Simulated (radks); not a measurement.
Removal energies from the zirconium ion Zr7+, [Ar] 3d10 4s2 4p3, by Delta-SCF beside the eigenvalue of the level emptied. Calculated with a radial shooting solver on a logarithmic mesh with Libxc functionals: scalar-relativistic Kohn-Sham, BLYP, spin-polarised, spherical densities, finite nucleus; Fermi nuclear charge, rms radius of each element as measured or else 0.836 A^(1/3) + 0.57 fm. Open shells are filled with parallel spins first.

removed from	final configuration	Delta-SCF (eV)	-eigenvalue (eV)
4p	[Ar] 3d10 4s2 4p2	134.69	125.76
4s	[Ar] 3d10 4s1 4p3	155.08	146.00
3d	[Ar] 3d9 4s2 4p3	299.40	279.30
3p	[Ne] 3s2 3p5 3d10 4s2 4p3	441.61	422.16
